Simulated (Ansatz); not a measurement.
Isomers of Li4S2 (singlet), relaxed with PBE0-D4/def2-TZVP; total energies from Ansatz at CCSD(T)/def2-TZVPP.

| isomer | description | energy (Eh) |
| --- | --- | --- |
| A | point group C3v; 7 × Li–S 2.11 to 2.35 Å | -825.70924 |
| B | point group C2h; 6 × Li–S 2.09 to 2.26 Å | -825.70094 |

Correlated methods freeze 10 core orbitals; core or outer-core shells of Li are correlated, in sets that lack core-valence functions.

The isomers come from a short search, and lower ones may exist.

Task: Work out the relative energies (1 Eh = 2625.5 kJ/mol) and the Boltzmann populations at 800 K from electronic energies alone (R = 8.314 J/mol/K).

Result: ΔE: A 0.0, B 21.8 kJ/mol. RT = 6.65 kJ/mol. Factors exp(−ΔE/RT): A 1, B 0.0377; sum 1.038. Populations: A 96.4 %, B 3.6 %. Zero-point energy, vibrational entropy and symmetry numbers are left out and can shift these; an error of 4 kJ/mol changes a ratio by a factor of 1.8. Over the other density-functional and correlated levels in def2 sets, the gap between A and B ranges from 15 to 26 kJ/mol.
